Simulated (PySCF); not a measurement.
**Predicted spectroscopic data**

Computational details: geometry: GFN2-xTB, J couplings at B3LYP/pcJ-1 (spin–dipole term left out of most H,H and C,H couplings), σ from GIAO-PBE0/pcSseg-1, in PySCF 2.14.0 with density-fitted response routines (equivalent nuclei averaged, in vacuum, relativity neglected, one computed conformer).

Referencing at the same level of theory: $^{1}$H, $^{13}$C against TMS. Multiplet labels drop J under 1 Hz and among equivalent protons, and merge close values. Unscaled 3J(H,H) run several per cent high. Splittings of carbon signals by F and P are missing where no couplings were computed. Where no couplings were computed, multiplicities follow the n + 1 count of equivalent neighbours, and m marks all less simple cases (inequivalent or close neighbours, rings, F or P nearby). Shifts are as computed. Against solution values, carbons near 30 ppm lie about +3 ppm off and those near 130 ppm about +5 ppm. Of 1211 compounds with measured shifts, 218 miss one by over three times the rms of a fit or turn the order of signals round; such compounds aren't used in these exercises.

Compound 1 (C4H7N). $^{1}$H NMR (500 MHz, computed): δ 7.86 (d, J = 17.0 Hz, 1H), 7.08 (dd, J = 17.0, 1.1 Hz, 1H), 2.66 (m, 1H), 1.05 (m, 2H), 0.96 (m, 2H). $^{13}$C{$^{1}$H} NMR (computed): δ 151.1 (CH2), 45.5 (CH), 13.4 (CH2). Structure: `C=NC1CC1`.

Compound 2 (C4H9FSi). $^{1}$H NMR (500 MHz, computed): δ 3.89 (m, 3H), 2.61 (m, 2H), 2.27 (m, 2H), 1.91 (m, 1H), 1.59 (m, 1H). $^{13}$C{$^{1}$H} NMR (computed): δ 91.8 (C), 35.4 (CH2), 12.1 (CH2). Structure: SMILES C1C(F)([SiH3])CC1.

Compound 3 (C5H7NO). $^{1}$H NMR (500 MHz, computed): δ 3.14 (s, 2H), 2.92 (q, 2H), 1.13 (t, 3H). $^{13}$C{$^{1}$H} NMR (computed): δ 205.6, 120.3, 37.4, 33.3, 9.1. Structure: `CCC(=O)CC#N`.

Compound 4 (C5H7NO). $^{1}$H NMR (500 MHz, computed): δ 5.44 (m, 1H), 5.43 (m, 1H), 4.13 (q, 2H), 1.42 (t, 3H). $^{13}$C{$^{1}$H} NMR (computed): δ 144.0, 119.2, 114.6, 68.8, 17.3. Structure: `C=C(C#N)OCC`.
